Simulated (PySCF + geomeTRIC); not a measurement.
These are TPSS-D3(BJ)/def2-SVP (PySCF + geomeTRIC) values and carry that method's errors. fastk is a local helper that only speeds up exchange builds. No frequencies were computed at this level.

```python
import json, numpy as np
from pyscf import gto, dft
from fastk import lowrank_exchange
atoms = """
Hf     0.049067     0.077960     0.038672
Br    -0.778762    -2.026721     1.203614
Br    -0.701211    -0.297893    -2.362434
H     -0.877760     1.480876     0.698787
H      1.856162     0.055147     0.067044
"""
def scf(charge, spin, dm0=None):
    mol = gto.M(atom=atoms, basis='def2-svp', ecp={'Hf': 'def2-svp'}, charge=charge, spin=spin, verbose=3, max_memory=10080)
    mf = dft.KS(mol, xc='tpss').density_fit(auxbasis="def2-universal-jkfit")
    mf.disp = 'd3bj'
    mf.grids.level = 3
    mf.conv_tol = 1e-8
    mf.max_cycle = 120
    mf.level_shift = 0.25
    mf.kernel(dm0)
    if not mf.converged:
        mf = mf.newton().run(mf.mo_coeff, mf.mo_occ).undo_soscf()
    return mf
mf = scf(0, 0)
from pyscf.geomopt.geometric_solver import kernel as optimize
path = []
done, mol = optimize(mf, maxsteps=120, assert_convergence=False, callback=lambda env: path.append((env["energy"], bool(env["g_scanner"].converged))))
res = dict(converged=bool(done and path[-1][1]), energy=path[-1][0], path=[e for e, c in path], xyz=mol.atom_coords(unit="Angstrom").tolist(), nao=mol.nao)
json.dump(res, open("result.json", "w"))
```

Output:

```
converged SCF energy = -5196.85075734614
Geometry optimization cycle 1
converged SCF energy = -5196.85075734442
cycle 1: E = -5196.85075734  dE = -5196.85  norm(grad) = 0.0520837
Geometry optimization cycle 2
converged SCF energy = -5196.85531978787
cycle 2: E = -5196.85531979  dE = -0.00456244  norm(grad) = 0.017343
Geometry optimization cycle 3
converged SCF energy = -5196.85676906529
cycle 3: E = -5196.85676907  dE = -0.00144928  norm(grad) = 0.00439907
Geometry optimization cycle 4
converged SCF energy = -5196.85722097554
cycle 4: E = -5196.85722098  dE = -0.00045191  norm(grad) = 0.00391605
Geometry optimization cycle 5
converged SCF energy = -5196.85730324326
cycle 5: E = -5196.85730324  dE = -8.22677e-05  norm(grad) = 0.00126583
Geometry optimization cycle 6
converged SCF energy = -5196.85733380365
cycle 6: E = -5196.8573338  dE = -3.05604e-05  norm(grad) = 0.000666959
Geometry optimization cycle 7
converged SCF energy = -5196.85734547498
cycle 7: E = -5196.85734547  dE = -1.16713e-05  norm(grad) = 0.000251148
Geometry optimization cycle 8
converged SCF energy = -5196.85734614839
cycle 8: E = -5196.85734615  dE = -6.73404e-07  norm(grad) = 0.000138028
<class 'geometric.internal.Distance'> : 4
<class 'geometric.internal.Angle'> : 6
<class 'geometric.internal.TranslationX'> : 1
<class 'geometric.internal.TranslationY'> : 1
<class 'geometric.internal.TranslationZ'> : 1
<class 'geometric.internal.RotationA'> : 1
<class 'geometric.internal.RotationB'> : 1
<class 'geometric.internal.RotationC'> : 1
Step    0 : Gradient = 2.329e-02/4.468e-02 (rms/max) Energy = -5196.8507573444
Step    1 : Displace = 5.297e-02/1.041e-01 (rms/max) Trust = 1.000e-01 (=) Grad = 7.756e-03/9.518e-03 (rms/max) E (change) = -5196.8553197879 (-4.562e-03) Quality = 0.809
Step    2 : Displace = 4.738e-02/6.068e-02 (rms/max) Trust = 1.414e-01 (+) Grad = 1.967e-03/2.511e-03 (rms/max) E (change) = -5196.8567690653 (-1.449e-03) Quality = 1.295
Step    3 : Displace = 4.877e-02/5.315e-02 (rms/max) Trust = 2.000e-01 (+) Grad = 1.751e-03/2.890e-03 (rms/max) E (change) = -5196.8572209755 (-4.519e-04) Quality = 1.042
Step    4 : Displace = 1.732e-02/2.442e-02 (rms/max) Trust = 2.828e-01 (+) Grad = 5.661e-04/6.710e-04 (rms/max) E (change) = -5196.8573032433 (-8.227e-05) Quality = 1.124
Step    5 : Displace = 1.109e-02/1.454e-02 (rms/max) Trust = 3.000e-01 (+) Grad = 2.983e-04/4.134e-04 (rms/max) E (change) = -5196.8573338036 (-3.056e-05) Quality = 1.474
Step    6 : Displace = 9.459e-03/1.133e-02 (rms/max) Trust = 3.000e-01 (=) Grad = 1.123e-04/1.542e-04 (rms/max) E (change) = -5196.8573454750 (-1.167e-05) Quality = 1.144
Step    7 : Displace = 1.032e-03/1.344e-03 (rms/max) Trust = 3.000e-01 (=) Grad = 6.173e-05/1.042e-04 (rms/max) E (change) = -5196.8573461484 (-6.734e-07) Quality = 0.862
Converged! =D
```

Cost: around 4 core-minutes (rough).
